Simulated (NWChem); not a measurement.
System: hydrogen bromide (HBr); SMILES Br

Results from NWChem. This build's default masses of Se (78.918 u) and Br (79.917 u) are each other's, which moves their modes by up to 0.6 %. Each level has its own optimisation. Computed dipoles belong to the equilibrium geometry; the measured one is vibrationally averaged.

Measured dipole moment: 0.83 D (NIST CCCBDB, as tabulated in the package chemicals).

```json
[
 {"level": "LDA (Slater exchange, VWN5)/def2-SVP", "dipole moment (D)": "1.11", "computed − measured": "+0.28"},
 {"level": "PBE/def2-SVP", "dipole moment (D)": "1.02", "computed − measured": "+0.19"},
 {"level": "PBE0/def2-TZVP", "dipole moment (D)": "0.95", "computed − measured": "+0.12"},
 {"level": "PBE0/def2-SVP", "dipole moment (D)": "1.08", "computed − measured": "+0.25"}
]
```
